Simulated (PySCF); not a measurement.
# TDDFT excited states: C9H8

Species: C9H8.
Cartesian coordinates in Å at the PBE0-D3(BJ)/def2-SVP level; atoms count from 1:
```xyz
17
C9H8 angstrom
C      3.8314    0.3190   -0.4897
C      2.6880   -0.0306   -0.2732
C      1.3413   -0.3908   -0.0430
C      0.7096   -1.4834    0.4360
C     -0.6795   -0.8646    0.3482
C     -1.7553   -1.5781   -0.4328
C     -1.0742    0.0168    1.5330
C     -0.4649    1.1102    1.0531
C      0.0478    0.4126   -0.1925
H      4.8464    0.6174   -0.6761
H      1.0661   -2.4491    0.8026
H     -2.6051   -0.9072   -0.6310
H     -1.3655   -1.9454   -1.3944
H     -2.1358   -2.4460    0.1299
H     -1.6193   -0.2056    2.4545
H     -0.3193    2.1244    1.4327
H     -0.1895    0.8233   -1.1848
```

Level of theory: TDDFT CAM-B3LYP/def2-SVPD, vertical, gas phase, core orbitals frozen in the response in PySCF 2.14.0, density-fitted response routines.

List the vertical singlet excitations with oscillator strengths and describe the spectrum.

```csv
state,E (eV),λ (nm),ν̃ (cm⁻¹),f,|μ| (D),"main configurations (H = HOMO, L = LUMO)"
S1,4.93,251.4,39780,0.058,1.76,"H→L (67%), H-1→L (22%)"
S2,5.13,241.8,41360,0.081,2.04,"H-1→L (54%), H→L (24%), H-2→L (11%)"
S3,5.77,214.7,46570,0.0074,0.58,"H-2→L (54%), H-1→L (15%)"
S4,5.96,208.0,48070,0.0084,0.61,"H→L+4 (46%), H→L+1 (13%), H-2→L (11%)"
S5,6.23,198.9,50280,0.037,1.25,"H→L+1 (28%), H-3→L (25%), H→L+4 (11%)"
S6,6.52,190.3,52560,0.0016,0.26,"H-3→L (54%), H→L+1 (23%)"
```

The lowest singlet comes at 251 nm (476 kJ/mol) in the ultraviolet; it is of moderate strength; its leading configuration is HOMO→LUMO (67%). The most intense listed level is S2 at 5.13 eV (242 nm, f = 0.081), 0.20 eV above S1. Löwdin shares by element: HOMO carbon 75% or more (atoms not listed hold the other 25%); LUMO carbon 64% or more (atoms not listed hold the other 36%). The oscillator strengths of these states sum to 0.193; summed over the whole spectrum of an exact calculation they would give the number of electrons, 62 (Thomas–Reiche–Kuhn). The listed states span 1.58 eV, and the widest gap between neighbours is 0.65 eV (S2 to S3). Of the 6 states listed, 3 reach f = 0.01 and none stays under 0.0005. Singlets were solved by full linear response.
